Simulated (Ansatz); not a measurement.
`PB1C[N]1[ZnH]`, relaxed with RKS PBE0-D4/def2-TZVP in Ansatz from a GFN2-xTB geometry. The force threshold is 0.005 eV/Å; the program also tests the step.

Charge 0, multiplicity 1.

Start:

```xyz
10

P     2.444   -0.262    0.501
B     0.668    0.173    0.079
C    -0.469    1.137   -0.306
N    -0.529   -0.359   -0.297
Zn   -1.957   -1.383   -0.792
H     2.602    0.643    1.538
H     2.159   -1.318    1.355
H    -1.089    1.637    0.434
H    -0.540    1.605   -1.286
H    -3.289   -1.873   -1.226
```

Question: By how much does the energy fall, and how many steps does the optimiser take? (An estimate is asked.)

Answer: Computed: 0.11 eV, in 8 steps.

Question: Which bonds change most? (Estimate.)

Answer: Ansatz gave: Zn5–H10 from 1.485 to 1.520 Å; P1–H7 from 1.387 to 1.419 Å; P1–H6 from 1.386 to 1.417 Å; P1–B2 from 1.876 to 1.888 Å.

Question: Give the relaxed structure. (Estimate.)

Answer: Ansatz gave: 
```xyz
10

P     2.348   -0.350    0.470
B     0.595    0.224    0.064
C    -0.438    1.298   -0.314
N    -0.645   -0.185   -0.329
Zn   -1.964   -1.359   -0.760
H     2.576    0.533    1.554
H     2.012   -1.471    1.272
H    -0.986    1.853    0.447
H    -0.427    1.793   -1.285
H    -3.071   -2.336   -1.120
```
